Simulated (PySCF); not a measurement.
Isomers of C5H8F3N, one GFN2-xTB conformer each. Single-point energies are computed at PBE0/pcSseg-1 (PySCF, gas phase, no added dispersion term), electronic only.

Question: Rank them by PBE0/pcSseg-1 energy, lowest first (kJ/mol).
A. `[CH3:1][NH:2][C@H:3]([CH3:4])[C:5]([F:6])=[C:7]([F:8])[F:9]` with C1–N2–C3–C4 -173°, N2–C3–C5–F6 64°
B. `[H]/[N:5]=[C:4](\[CH2:3][CH2:2][CH3:1])[C:6]([F:7])([F:8])[F:9]` with C1–C2–C3–C4 -179°, C2–C3–C4–N5 -3°
C. `[F:1][C:2]([F:3])([F:4])[CH2:5][NH:6][CH:7]1[CH2:8][CH2:9]1` with C2–C5–N6–C7 -65°, C5–N6–C7–C8 164°

Answer: B (0.0), C (59.1), A (132.1).

As drawn, the lowest has a C=N bond, which the highest lacks; the highest has a C=C bond outside aromatic rings, which the lowest lacks. GFN2-xTB itself gives, in the same order: 0.7, 0.0, 49.6. GFN2-xTB puts FC(F)(F)CNC1CC1 lowest instead; measured from each level's own lowest isomer, the values differ by up to 82.5 kJ/mol (CN[C@H](C)C(F)=C(F)F: 49.6 against 132.1).

Which frontier levels, dipoles and rotational constants go with these structures?

```json
{"SMILES": "[H]/N=C(\\CCC)C(F)(F)F", "HOMO (eV, PBE0/pcSseg-1)": "-8.15", "LUMO (eV)": "-0.78", "dipole (D)": "3.89", "A, B, C (MHz)": "3096, 873.5, 784.1"}
{"SMILES": "FC(F)(F)CNC1CC1", "HOMO (eV, PBE0/pcSseg-1)": "-6.56", "LUMO (eV)": "1.53", "dipole (D)": "1.32", "A, B, C (MHz)": "3353, 1028, 952.7"}
{"SMILES": "CN[C@H](C)C(F)=C(F)F", "HOMO (eV, PBE0/pcSseg-1)": "-6.76", "LUMO (eV)": "0.68", "dipole (D)": "1.12", "A, B, C (MHz)": "2084, 1120, 994.4"}
```
